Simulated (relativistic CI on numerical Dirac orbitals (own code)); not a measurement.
Cd4+: L-alpha,beta X-ray emission

Computed with this model: Dirac-Coulomb-Breit CI, separate exchange-only KLI orbitals for each configuration, model QED, valence Slater integrals scaled by 0.8, multiplet model of X-ray emission after core ionisation; configurations [Kr] 4d8 → [He] 2s2 2p5 3s2 3p6 3d10 4s2 4p6 4d8 → [Ar] 3d9 4s2 4p6 4d8; 300 K; Lorentzian 2 eV and Gaussian 0.6 eV FWHM. Energies are those of the free ion, without screening or charge transfer. S is read from ⟨S²⟩ = S(S + 1).

Field parameters in Wybourne normalisation: D3d B²₀ = −7Dσ, B⁴₀ = −14Dq − 21Dτ, B⁴₃ = −14√(10/7) Dq; Td as Oh with Dq negative (B⁴₀ = 21Dq, B⁴₄ = √(5/14) B⁴₀). The field is a parameter set, without covalency.

Computed curve for free ion, scaled to 100 at the maximum (points under 2 are left out and the grid is thinned):

```json
{"Energy (eV)": "3122.8", "Intensity": "2.1"}
{"Energy (eV)": "3123.4", "Intensity": "2.7"}
{"Energy (eV)": "3124.0", "Intensity": "3.6"}
{"Energy (eV)": "3124.6", "Intensity": "4.7"}
{"Energy (eV)": "3125.2", "Intensity": "6.2"}
{"Energy (eV)": "3125.8", "Intensity": "7.9"}
{"Energy (eV)": "3126.4", "Intensity": "9.0"}
{"Energy (eV)": "3127.0", "Intensity": "9.4"}
{"Energy (eV)": "3127.8", "Intensity": "9.3"}
{"Energy (eV)": "3128.4", "Intensity": "9.2"}
{"Energy (eV)": "3129.0", "Intensity": "9.7"}
{"Energy (eV)": "3129.6", "Intensity": "11.2"}
{"Energy (eV)": "3130.2", "Intensity": "13.9"}
{"Energy (eV)": "3130.8", "Intensity": "17.6"}
{"Energy (eV)": "3131.4", "Intensity": "21.1"}
{"Energy (eV)": "3132.0", "Intensity": "23.8"}
{"Energy (eV)": "3132.6", "Intensity": "27.4"}
{"Energy (eV)": "3133.2", "Intensity": "34.0"}
{"Energy (eV)": "3133.8", "Intensity": "46.7"}
{"Energy (eV)": "3134.4", "Intensity": "68.2"}
{"Energy (eV)": "3135.0", "Intensity": "92.9"}
{"Energy (eV)": "3135.6", "Intensity": "98.6"}
{"Energy (eV)": "3136.2", "Intensity": "79.3"}
{"Energy (eV)": "3137.0", "Intensity": "44.2"}
{"Energy (eV)": "3137.6", "Intensity": "26.9"}
{"Energy (eV)": "3138.2", "Intensity": "17.2"}
{"Energy (eV)": "3138.8", "Intensity": "11.8"}
{"Energy (eV)": "3139.4", "Intensity": "8.5"}
{"Energy (eV)": "3140.0", "Intensity": "6.5"}
{"Energy (eV)": "3140.6", "Intensity": "5.1"}
{"Energy (eV)": "3141.2", "Intensity": "4.1"}
{"Energy (eV)": "3141.8", "Intensity": "3.4"}
{"Energy (eV)": "3142.4", "Intensity": "2.8"}
{"Energy (eV)": "3143.0", "Intensity": "2.4"}
{"Energy (eV)": "3143.6", "Intensity": "2.1"}
{"Energy (eV)": "3311.4", "Intensity": "2.3"}
{"Energy (eV)": "3312.0", "Intensity": "2.9"}
{"Energy (eV)": "3312.8", "Intensity": "4.1"}
{"Energy (eV)": "3313.4", "Intensity": "5.6"}
{"Energy (eV)": "3314.0", "Intensity": "8.0"}
{"Energy (eV)": "3314.6", "Intensity": "11.7"}
{"Energy (eV)": "3315.2", "Intensity": "17.5"}
{"Energy (eV)": "3315.8", "Intensity": "26.2"}
{"Energy (eV)": "3316.4", "Intensity": "40.1"}
{"Energy (eV)": "3317.0", "Intensity": "54.3"}
{"Energy (eV)": "3317.6", "Intensity": "51.7"}
{"Energy (eV)": "3318.2", "Intensity": "38.1"}
{"Energy (eV)": "3318.8", "Intensity": "25.2"}
{"Energy (eV)": "3319.4", "Intensity": "16.3"}
{"Energy (eV)": "3320.0", "Intensity": "11.4"}
{"Energy (eV)": "3320.6", "Intensity": "9.3"}
{"Energy (eV)": "3321.2", "Intensity": "9.4"}
{"Energy (eV)": "3322.0", "Intensity": "11.3"}
{"Energy (eV)": "3322.6", "Intensity": "11.0"}
{"Energy (eV)": "3323.2", "Intensity": "9.1"}
{"Energy (eV)": "3323.8", "Intensity": "7.0"}
{"Energy (eV)": "3324.4", "Intensity": "5.2"}
{"Energy (eV)": "3325.0", "Intensity": "3.8"}
{"Energy (eV)": "3325.6", "Intensity": "2.8"}
{"Energy (eV)": "3326.2", "Intensity": "2.1"}
```

The ground state has S = 0.99, and the centroid lies at 3197.43 eV.
